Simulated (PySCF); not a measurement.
Isomerisation enthalpies of C8H10

**The experiment to reproduce.**

From CRC Handbook of Chemistry and Physics, for the gas at 298.15 K: enthalpy of formation of `Cc1cccc(C)c1` (m-xylene) 17.3 kJ/mol; enthalpy of formation of `Cc1ccc(C)cc1` (p-xylene) 18 kJ/mol; enthalpy of formation of `Cc1ccccc1C` (o-xylene) 19.1 kJ/mol; enthalpy of formation of `CCc1ccccc1` (ethylbenzene) 29.9 kJ/mol.

The runs below try to reproduce these values; the comparison stands at the end.

Differences of these values give the isomerisation enthalpies. Geometries: PBE0-D3(BJ)/def2-TZVP; runs in PySCF, gas phase, with a dispersion term only where the level names one. Total electronic energies (Eh):

```json
{"SMILES": "Cc1cccc(C)c1", "PBE0-D3(BJ)/def2-TZVP": "-310.62416", "PBE0/pcSseg-2": "-310.61073"}
{"SMILES": "Cc1ccc(C)cc1", "PBE0-D3(BJ)/def2-TZVP": "-310.62394", "PBE0/pcSseg-2": "-310.61055"}
{"SMILES": "Cc1ccccc1C", "PBE0-D3(BJ)/def2-TZVP": "-310.62447", "PBE0/pcSseg-2": "-310.61057"}
{"SMILES": "CCc1ccccc1", "PBE0-D3(BJ)/def2-TZVP": "-310.62006", "PBE0/pcSseg-2": "-310.60658"}
```

Zero-point and thermal terms are left out, so the computed numbers are electronic energies.

## Comparison

Relative to `Cc1cccc(C)c1`, the lowest by measurement, in kJ/mol (measured: enthalpies at 298.15 K; computed: electronic energies):

| SMILES | measured | PBE0-D3(BJ)/def2-TZVP | PBE0/pcSseg-2 |
| --- | --- | --- | --- |
| Cc1cccc(C)c1 | 0.0 | 0.0 | 0.0 |
| Cc1ccc(C)cc1 | 0.7 | 0.6 | 0.5 |
| Cc1ccccc1C | 1.8 | -0.8 | 0.4 |
| CCc1ccccc1 | 12.6 | 10.8 | 10.9 |

Measured values: 17.3 kJ/mol (298.15 K; CRC Handbook of Chemistry and Physics) for the first row; the others come from the same table. Mean unsigned miss over the other isomers: PBE0/pcSseg-2 1.1, PBE0-D3(BJ)/def2-TZVP 1.5 kJ/mol. PBE0-D3(BJ)/def2-TZVP puts another isomer lowest. The two lowest measured values lie only 0.7 kJ/mol apart, so their order may not be settled by the table. Where a level misses, the cause wasn't examined.
